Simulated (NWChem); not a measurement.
# Lowest excitation of F$_{2}$Pb

```xyz
3

Pb     0.0000     0.0000     0.2479
F      1.5538     0.0000    -1.1294
F     -1.5538     0.0000    -1.1294
```
Charge 0, spin multiplicity 1.

Program: NWChem. Structure: optimised with PBE/def2-SVP with def2 effective core potentials on Pb, a minimum by its harmonic frequencies.

Basis set: def2-SVPD.

Effective core potentials replace the inner electrons of Pb; spin-orbit coupling is left out. The correlated methods keep 6 core orbitals frozen. B3LYP has NWChem's definition, with VWN1-RPA local correlation. The structure started from a generated list of species. Coupled-cluster values serve here as a point of comparison, not as the truth.

Problem. Order these methods by the lowest vertical singlet excitation energy they give, lowest first: TD-LDA (SVWN5), CIS, TD-B3LYP, EOM-CCSD.

Solution. TD-LDA (SVWN5) (4.32 eV), TD-B3LYP (4.76 eV), EOM-CCSD (5.29 eV), CIS (6.24 eV)
